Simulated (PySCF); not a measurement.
Gas-phase reaction: 4 SnO + 2 F + 3 H₂ → 2 SnH₃F + 2 SnO₂

Computed with PySCF (xtb for GFN2) and rigid-rotor harmonic-oscillator thermochemistry at 1 bar. † marks an energy on the PBE0/def2-TZVP geometry and frequencies; other levels use their own. CCSD(T) freezes the core. Open shells (unrestricted): F (multiplicity 2, electronic degeneracy 6); the rest are closed-shell singlets. GFN2 has no spin-polarisation term. Spin-orbit splitting is ignored; it lowers the true energy and changes the entropy of F. B3LYP is the form with VWN-RPA correlation. Sn: scalar-relativistic def2 core potential, no spin-orbit coupling. SnH₃F, SnO₂: computed as isolated molecules; such fragments, hydroxides, amides, oligomers or adducts are transient or little studied in the gas. CCSD(T) isn't extrapolated to the basis-set limit; its ΔH°(298 K) is -386.1 kJ in def2-SVP and -487.5 kJ in def2-TZVPP. The harmonic model lacks anharmonicity and excited electronic states, which grow with temperature; levels with a mode under 35 cm⁻¹ are left out. Warning, large T1 diagnostic: SnO, SnO₂ (CCSD(T)/def2-TZVPP†).

ΔH° and ΔS° at 298 K: B3LYP/def2-TZVP† -457 kJ, -599 J/K; CCSD(T)/def2-TZVPP† -488 kJ, -599 J/K; GFN2-xTB -318 kJ, -573 J/K; HF/def2-TZVP† -311 kJ, -599 J/K; M06-2X/def2-TZVP† -571 kJ, -599 J/K; r2SCAN/def2-TZVP† -556 kJ, -599 J/K.

Task: With the heat capacities included, give log10 K (1 bar) at 500, 800, 1000, 1800, 2500 K from B3LYP/def2-TZVP†, CCSD(T)/def2-TZVPP†, GFN2-xTB, HF/def2-TZVP†, M06-2X/def2-TZVP†, r2SCAN/def2-TZVP†.

Result: 
| T (K) | B3LYP/def2-TZVP† | CCSD(T)/def2-TZVPP† | GFN2-xTB | HF/def2-TZVP† | M06-2X/def2-TZVP† | r2SCAN/def2-TZVP† |
|---|---|---|---|---|---|---|
| 500 | 16.3 | 19.5 | 3.2 | 1.1 | 28.2 | 26.6 |
| 800 | -1.7 | 0.3 | -9.3 | -11.2 | 5.7 | 4.7 |
| 1000 | -7.7 | -6.1 | -13.4 | -15.3 | -1.8 | -2.5 |
| 1800 | -17.9 | -17.1 | -20.2 | -22.2 | -14.6 | -15.1 |
| 2500 | -21.3 | -20.6 | -22.4 | -24.3 | -18.9 | -19.2 |
